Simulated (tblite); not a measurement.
Species: C5H9OSi (doublet state).
Geometry (GFN2-xTB, Å), atoms numbered from 1 in this order:
```
atom  x, y, z in Å
Si1    2.7100   -0.4596    0.2991
O2     1.2646    0.0043    0.8736
C3     0.0538    0.2286    0.3479
C4    -1.1847    0.1655    1.1829
C5    -2.2572    0.0747    0.1400
C6    -1.7665    0.0532   -1.0893
C7    -0.2697    0.1272   -1.1054
H8     2.6558   -1.8109   -0.2740
H9     3.4793   -0.3886    1.5297
H10    3.1742    0.4517   -0.7527
H11   -1.1896   -0.7039    1.8549
H12   -1.3150    1.0488    1.8222
H13   -3.2989    0.0351    0.4082
H14   -2.3377   -0.0082   -1.9998
H15    0.1875   -0.7600   -1.5676
H16    0.0865    0.9925   -1.6811
```

Level: GFN2-xTB in tblite, geometry and Hessian alike; calculated harmonic values, unscaled, isolated species. Errors from tens to a few hundred cm⁻¹ against measured bands are possible. Modes of hydrogen on silicon can be 10 to 20 % off. One conformer, not necessarily the lowest. Open shells enter through the occupations alone, without spin polarisation, and single modes of such species can be off by tens of per cent.

Harmonic wavenumbers (cm⁻¹): 38.4, 92.2, 120.5, 164.7, 245.5, 362.3, 370.7, 496.6, 578.6, 649.3, 714.4, 735.0, 748.4, 781.7, 805.6, 838.6, 878.1, 894.9, 938.3, 951.0, 997.9, 1023.6, 1056.9, 1080.1, 1112.5, 1221.6, 1242.6, 1246.8, 1307.3, 1364.8, 1443.3, 1445.0, 1691.2, 2185.0, 2229.9, 2351.6, 2825.7, 2838.6, 2880.0, 2892.3, 3108.3, 3124.3.

A = 6153, B = 1243, C = 1071 MHz; mass 113.042 u (most abundant isotopes); point group C1, symmetry number 1; spin multiplicity 2.

What is the zero-point energy?

½Σν̃ = 26037 cm⁻¹ = 74.44 kcal/mol.

What is S at 273.15 K and 1 bar for an ideal gas of classical rigid rotors and harmonic oscillators?

Translation 39.67, rotation 27.80, vibration 20.48, spin (R ln 2) 1.38: S = 89.3 cal/(mol K).

And Cp and H(273.15 K) − H(0)?

Cp = 30.22 cal/(mol K), of which vibrations give 22.27 (their classical limit is 42 R = 83.5); H(273.15 K) − H(0) = 5.10 kcal/mol without the zero-point energy, 2.93 from vibrations.

Blend soft modes into free rotors: weight 1/[1 + (100 cm⁻¹/ν̃)⁴] for the oscillator and the rest for a rotor with moment μB/(μ + B), μ = h/(8π²ν), B = 10⁻⁴⁴ kg m². What vibrational entropy results?

18.62 cal/(mol K) in place of 20.48, which changes −T·S at 273.15 K by +0.51 kcal/mol.

What must be added to the electronic energy to get the Gibbs energy at 273.15 K and 1 bar?

ZPE + [H(273.15 K) − H(0)] − T·S = 74.44 + 5.10 − 24.40 = 55.14 kcal/mol.

Which modes carry the vibrational entropy at 273.15 K?

38.4 cm⁻¹: 5.17; 92.2 cm⁻¹: 3.44; 120.5 cm⁻¹: 2.92; 164.7 cm⁻¹: 2.33; 245.5 cm⁻¹: 1.61; 362.3 cm⁻¹: 0.98 cal/(mol K); the other 36 give 4.03 together.

How do the functions run with temperature in this model?

```csv
T (K),S (cal/(mol K)),Cp (cal/(mol K)),H − H(0) (kcal/mol),G − H(0) (kcal/mol),ln q(vib)
50,58.2,12.2,0.49,-2.42,0.52
100,67.9,15.9,1.20,-5.59,1.50
298.15,92.1,32.6,5.88,-21.57,5.41
373.15,100.2,39.5,8.59,-28.78,6.92
500,113.1,49.3,14.25,-42.32,9.52
750,135.8,62.4,28.34,-73.52,14.64
1000,155.0,70.7,45.06,-109.94,19.48
```

q(vib) and H(0) count from the zero-point level.

Hindered rotation and anharmonicity are outside this model. Other conformers, if any are populated, would add a mixing term that is left out. The structure is chiral; the term R ln 2 for an equal mix with its mirror image is left out.
